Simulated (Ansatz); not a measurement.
`C=C[SiH2]BN` + `CBN` → `CBNBN` + `C=C[SiH3]`  (cleavage of the B–Si bond)

Calculated with Ansatz (gas phase, PBE0-D4/def2-TZVP geometries, no zero-point term in ΔE). CBS: MP2 limit from def2 TZ/QZ plus the TZ coupled-cluster correction, frozen cores. Functionals use def2-TZVPP. One conformer a species, not always the lowest.

`C=C[SiH2]BN`:

Z-matrix (Å, degrees):
```
Si
C 1 1.868
B 1 2.020 2 112.0
H 1 1.498 2 108.9 3 121.7
H 1 1.493 2 107.3 3 -122.2
C 2 1.330 1 123.9 3 115.7
H 2 1.090 1 118.3 3 -62.8
N 3 1.386 1 120.6 2 119.5
H 3 1.200 1 121.9 2 -60.2
H 6 1.087 2 122.2 1 -178.6
H 6 1.086 2 121.7 1 1.5
H 8 1.007 3 123.3 1 -180.0
H 8 1.007 3 123.3 1 0.5
```

`CBN`:

```xyz
9

C     0.808    0.696    0.497
B    -0.298   -0.400    0.308
N    -0.885   -0.649   -0.928
H     1.725    0.247    0.894
H     0.494    1.430    1.247
H     1.066    1.237   -0.418
H    -0.676   -1.066    1.236
H    -1.595   -1.347   -1.070
H    -0.639   -0.148   -1.765
```

`CBNBN`:

Z-matrix (Å, degrees):
```
C
B 1 1.566
H 1 1.096 2 110.3
H 1 1.096 2 110.2 3 -115.8
H 1 1.094 2 114.4 3 122.2
N 2 1.407 1 122.7 3 -122.9
H 2 1.205 1 119.4 3 57.2
B 6 1.446 2 129.0 1 -179.9
H 6 1.010 2 116.3 1 0.0
N 8 1.394 6 122.4 2 -0.2
H 8 1.199 6 118.8 2 179.8
H 10 1.003 8 122.1 6 -179.9
H 10 1.006 8 123.4 6 -0.1
```

`C=C[SiH3]`:

```xyz
9

C     1.544   -0.040    0.010
C     0.383    0.508    0.359
Si   -1.263   -0.185   -0.158
H     1.591   -0.935   -0.605
H     2.498    0.376    0.321
H     0.404    1.404    0.977
H    -2.082   -0.548    1.031
H    -1.039   -1.396   -0.990
H    -2.036    0.816   -0.944
```

CCSD(T)/CBS gives -94.5 kJ/mol.

(1) Another level gave -81.2 kJ/mol. Which?
A. CCSD/def2-TZVPP
B. r2SCAN/def2-TZVPP
C. PBE/def2-TZVPP
D. PBE0/def2-TZVPP

Largest T1 diagnostic among the species: 0.013.

## Answers

(1) C. PBE -81.2, r2SCAN -92.5, CCSD/def2-TZVPP -96.5, PBE0 -87.7 kJ/mol.

From PBE to PBE0 (25 % exact exchange), in def2-TZVPP and without D4, ΔE moves by −6.5 kJ/mol. In def2-TZVPP, CCSD(T) changes the Hartree–Fock value by +17.9 kJ/mol (the triples alone add +2.2 kJ/mol) and MP2 by +13.1 kJ/mol.
